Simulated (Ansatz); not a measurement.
`F[SiH2]OP` and `C=CO[SiH2]F` differ in one atom or group.

Ansatz, PBE0-D4/def2-TZVP geometries, multiplicity 1. Each molecule was computed in one conformer, which needn't be the lowest.

| property | `F[SiH2]OP` |
| --- | --- |
| LUMO energy (ωB97M-V/def2-TZVPP) / eV | 1.39 |
| HOMO energy (PBE/def2-TZVPP) / eV | -6.24 |
| HOMO–LUMO gap (ωB97M-V/def2-TZVPP) / eV | 11.10 |
| size of the dipole moment (B3LYP/def2-TZVPP) / D | 1.25 |
| LUMO energy (PBE/def2-TZVPP) / eV | -1.48 |
| HOMO–LUMO gap (PBE/def2-TZVPP) / eV | 4.76 |

Q: What does the change do to each property? (An estimate is asked.)

A: Computed: 
```csv
property,`C=CO[SiH2]F`,shift
LUMO energy (ωB97M-V/def2-TZVPP) / eV,2.16,0.77
HOMO energy (PBE/def2-TZVPP) / eV,-6.08,0.16
HOMO–LUMO gap (ωB97M-V/def2-TZVPP) / eV,11.69,0.59
size of the dipole moment (B3LYP/def2-TZVPP) / D,1.28,0.03
LUMO energy (PBE/def2-TZVPP) / eV,-0.75,0.73
HOMO–LUMO gap (PBE/def2-TZVPP) / eV,5.33,0.57
```

With PBE0 the HOMO rises by 0.22 eV and the LUMO rises by 0.79 eV, so the gap widens by about 0.57 eV. PBE moves the HOMO by 0.16 eV and ωB97M-V by 0.19 eV. Dipoles are sizes alone; their direction can turn.

B3LYP here is the variant with VWN-RPA as its local correlation; programs differ in this.
